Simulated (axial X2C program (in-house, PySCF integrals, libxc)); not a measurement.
Low determinants of SbN at the PBE0 level, scalar-relativistic

Computed with an in-house relativistic program for diatomic molecules. Spin-free means the one-electron spin-free X2C Hamiltonian. Basis: Sb dyall-cv3z [11s12p8d4f1g], N dyall-av3z [7s7p3d2f] (cores contracted in-house); Gaussian nuclei, density fitting, unrestricted open shells. Masses: Sb 120.904 u, N 14.003 u.

Search at 1.810 Å (vertical energies from the lowest determinant):

```
ΔE (eV)           state  electrons beyond evenly filled partner blocks  electrons in σ, π, δ, φ
   0.00  M_S = 0, Λ = 0                                   closed shell                26 24 8 0
   2.38  M_S = 1, Λ = 2                              2 × π+α, π+β, π-α                26 24 8 0
   2.38  M_S = 1, Λ = 0                              π+α, π+β, 2 × π-α                26 24 8 0
   2.48  M_S = 1, Λ = 1                                        σα, π+α                25 25 8 0
   2.76  M_S = 0, Λ = 1                                        σα, π+β                25 25 8 0
   2.91  M_S = 0, Λ = 2                              π+α, 2 × π+β, π-α                26 24 8 0
```

Lowest determinant, M_S = 0, Λ = 0 (closed shell): Re = 1.803 Å, ωe = 976.3 cm⁻¹.

The determinant in row 2 of the search, M_S = 1, Λ = 2 (beyond evenly filled blocks: 2 × π+α, π+β, π-α), was followed along the bond at PBE0; measured from the minimum of the lowest determinant it gives:

Te = 2.019 eV (16282 cm⁻¹), Re = 1.972 Å, ωe = 653.0 cm⁻¹.

Q: Compare the bond of the determinant in row 2 with that of the lowest one.

A: At PBE0 its Re is 0.169 Å longer and its force constant, which goes as ωe², is 0.45 times that of the lowest determinant. T0 ≈ Te + Δωe/2 = 16282 + (-162) = 16120 cm⁻¹.

The search compares states at one distance, so a state with another bond length can lie lower; it is not exhaustive and yields mostly the lowest determinant of each block pattern, so other components and higher states of one pattern are missing. These are energies of single determinants, not of spin-adapted states; PBE0 term energies can be off by some tenths of an eV, and the functional has no current term.
